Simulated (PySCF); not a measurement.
## Broadened absorption spectrum of C5H4F2

C₅H₄F₂.
InChI=1S/C5H4F2/c6-3-5(7)4-1-2-4/h1,3H,2H2/b5-3-

Theory: TDDFT PBE0/def2-SVPD, vertical, gas phase, core orbitals frozen in the response in PySCF. Geometry: GFN2-xTB, one conformer, isolated molecule. Torsions of this conformer, `[F:1]/[CH:2]=[C:3](\[F:4])[C:5]1=[CH:6][CH2:7]1`: C2–C3–C5–C6 180°.

Computed states:

```csv
state,E (eV),f
S1,5.24,0.397
S2,6.02,0.0045
S3,6.09,0.0003
S4,6.62,0.088
S5,6.76,0.0048
S6,7.05,0.013
S7,7.13,0.0010
S8,7.79,0.047
```

Broadening: Gaussians 0.25 eV wide at half height, area fixed by f = 4.319×10⁻⁹ ∫ε dν̃. The cross-section is σ = 3.8235×10⁻²¹ ε cm², given in Mb (10⁻¹⁸ cm²). The width is an assumption, not a result. The curve ends short of the highest state used, and states not computed would add to its high-energy end.

(1) Give the broadened spectrum and its maxima.

(2) On this curve, what absorbance would a 10⁻⁴ mol/L sample give at 248 nm over a 1 cm path?

Answers

(1) 
```json
{"E (eV)": "4.86", "σ (Mb)": "0.29"}
{"E (eV)": "4.94", "σ (Mb)": "3.18"}
{"E (eV)": "5.02", "σ (Mb)": "19.84"}
{"E (eV)": "5.10", "σ (Mb)": "70.22"}
{"E (eV)": "5.18", "σ (Mb)": "140.89"}
{"E (eV)": "5.26", "σ (Mb)": "160.20"}
{"E (eV)": "5.34", "σ (Mb)": "103.24"}
{"E (eV)": "5.43", "σ (Mb)": "31.95"}
{"E (eV)": "5.51", "σ (Mb)": "6.16"}
{"E (eV)": "5.59", "σ (Mb)": "0.67"}
{"E (eV)": "5.67", "σ (Mb)": "0.05"}
{"E (eV)": "5.75", "σ (Mb)": "0.07"}
{"E (eV)": "5.83", "σ (Mb)": "0.37"}
{"E (eV)": "5.91", "σ (Mb)": "1.09"}
{"E (eV)": "5.99", "σ (Mb)": "1.84"}
{"E (eV)": "6.07", "σ (Mb)": "1.78"}
{"E (eV)": "6.15", "σ (Mb)": "1.00"}
{"E (eV)": "6.23", "σ (Mb)": "0.37"}
{"E (eV)": "6.31", "σ (Mb)": "0.61"}
{"E (eV)": "6.39", "σ (Mb)": "3.67"}
{"E (eV)": "6.47", "σ (Mb)": "13.87"}
{"E (eV)": "6.55", "σ (Mb)": "29.85"}
{"E (eV)": "6.63", "σ (Mb)": "36.80"}
{"E (eV)": "6.71", "σ (Mb)": "26.46"}
{"E (eV)": "6.79", "σ (Mb)": "11.80"}
{"E (eV)": "6.87", "σ (Mb)": "4.61"}
{"E (eV)": "6.95", "σ (Mb)": "4.23"}
{"E (eV)": "7.03", "σ (Mb)": "5.62"}
{"E (eV)": "7.11", "σ (Mb)": "4.94"}
{"E (eV)": "7.19", "σ (Mb)": "2.56"}
```

Maxima: 237 nm (5.24 eV), ε about 43000, made up of S1 (100%); 206 nm (6.02 eV), ε about 510, made up of S2 (95%); 187 nm (6.62 eV), ε about 9700, made up of S4 (98%); 176 nm (7.05 eV), ε about 1500, made up of S6 (93%) (ε in L mol⁻¹ cm⁻¹; maxima over ε = 5, shares over 10%).

(2) 248 nm is 4.999 eV, where ε is about 3400 L mol⁻¹ cm⁻¹, so A = ε c l ≈ 0.34 (Beer–Lambert, with the gas-phase spectrum and the assumed width).

The run took 39 s on one thread of an Arm Neoverse N1, no GPU, shared host with 64 logical CPUs at a one-minute load of 59, and the process peaked at 0.71 GiB of memory.
